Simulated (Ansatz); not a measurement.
Consider the formal exchange of groups at a C–F bond: `O[SiH](O)CF` + GeH₄ → `O[SiH](O)[CH2][GeH3]` + H–F.

Gas-phase electronic energies from Ansatz, PBE0-D4/def2-TZVP geometries. CCSD(T)/CBS adds triple-zeta CCSD(T) − MP2 to the extrapolated MP2 energy (def2 sets, frozen cores). This one scheme is used for every species. Functionals use def2-TZVPP. B3LYP here is the variant with VWN-RPA as its local correlation; programs differ in this. For Ge outer-core shells are correlated without core-valence functions, which leaves a few kJ/mol of doubt a bond. Scalar relativity is left out up to krypton. One conformer a species, not always the lowest.

```tsv
level	ΔE (kJ/mol)	difference from CCSD(T)/CBS
PBE0-D4	-107.8	11.5
ωB97X-V	-97.7	21.6
ωB97M-V	-103.3	16.0
B2PLYP	-100.4	18.9
PBE	-94.7	24.6
r2SCAN	-99.3	20.0
B3LYP	-85.7	33.6
HF/def2-TZVPP	-83.2	36.1
SCS-MP2/def2-TZVPP	-116.1	3.2
CCSD/def2-TZVPP	-112.1	7.2
CCSD(T)/def2-TZVPP	-115.4	3.9
HF/def2-QZVPP	-82.2	37.1
MP2/def2-QZVPP	-132.5	-13.2
SCS-MP2/def2-QZVPP	-118.1	1.2
HF/CBS(def2)	-82.1	37.2
CCSD/CBS(def2)	-116.1	3.2
CCSD(T)/CBS	-119.3	0
```

Largest T1 diagnostic among the species: 0.012.

From PBE to PBE0 (25 % exact exchange), in def2-TZVPP and without D4, ΔE moves by −6.9 kJ/mol. In def2-TZVPP, CCSD(T) changes the Hartree–Fock value by −32.1 kJ/mol (the triples alone add −3.2 kJ/mol) and MP2 by −47.4 kJ/mol. The D4 term adds −11.0 kJ/mol with B3LYP and −6.1 kJ/mol with PBE0; it sums over pairs of atoms, weighted by their polarisabilities, and B3LYP, whose exchange is more repulsive, gets the larger term.
